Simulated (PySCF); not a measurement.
# Excitation energy of I by level of theory

I [Kr] 4d10 5s2 5p5 (2P) → I [Kr] 4d10 5s2 5p4 5d1 (high-spin determinant), as a difference of total energies. Computed with PySCF 2.14 in aug-cc-pVQZ-PP with one added diffuse shell each of s, p, d, f, g type with ECP28MDF (8s8p6d4f3g, 117 functions), with scalar relativity through the core potential. Correlated levels: valence: 4s2 4p6 4d10 frozen. The calculations carry no spin-orbit coupling.

```json
{"method": "UHF", "excitation energy (cm⁻¹)": "60766"}
{"method": "LDA", "excitation energy (cm⁻¹)": "65750"}
{"method": "PBE", "excitation energy (cm⁻¹)": "63219"}
{"method": "PBE0", "excitation energy (cm⁻¹)": "64278"}
{"method": "r2SCAN", "excitation energy (cm⁻¹)": "64936"}
{"method": "wB97X-V", "excitation energy (cm⁻¹)": "68188"}
{"method": "B3LYP", "excitation energy (cm⁻¹)": "65050"}
{"method": "revPBE", "excitation energy (cm⁻¹)": "62624"}
{"method": "MP2 (valence)", "excitation energy (cm⁻¹)": "65683"}
{"method": "SCS-MP2 (valence)", "excitation energy (cm⁻¹)": "66623"}
```

The promoted electron is Rydberg-like, and one or two diffuse shells describe it only roughly, which tends to raise the upper state.

The determinant of the upper state mixes LS terms, which raises its energy above the lowest term, most at the Hartree-Fock and MP2 levels.
